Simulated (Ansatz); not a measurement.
CH₅SSn (`C[S][SnH2]`) radical. Total charge 0; spin multiplicity 2. Sn: def2 effective core potential.

Z-matrix (Å, degrees):
```
C
S 1 1.815
H 1 1.090 2 111.4
H 1 1.090 2 111.2 3 123.1
H 1 1.090 2 106.6 3 -118.7
Sn 2 2.402 1 100.8 3 -54.0
H 6 1.731 2 106.1 1 44.5
H 6 1.723 2 104.6 1 160.8
```

**Question.** List the harmonic frequencies (cm⁻¹, unscaled) at PBE0-D4/def2-TZVP in Ansatz. (Best estimate.)

**Answer.** Ansatz gave: 110, 130, 154, 353, 470, 512, 670, 728, 965, 978, 1347, 1467, 1473, 1809, 1868, 3063, 3154, 3155.

**Question.** Is this a minimum?

**Answer.** Yes, all 18 modes are real.

**Question.** Give the ideal-gas thermochemistry at 298.15 K and 1 bar (rigid rotor, harmonic oscillator; point group C1, symmetry number 1).

**Answer.** Zero-point energy 134.0 kJ/mol; H(298) − E = 152.3 kJ/mol; entropy 339.3 J/(mol·K), of which translation 172.7, rotation 109.6, vibration 51.2, electronic 5.8; G(298) − E = 51.1 kJ/mol.
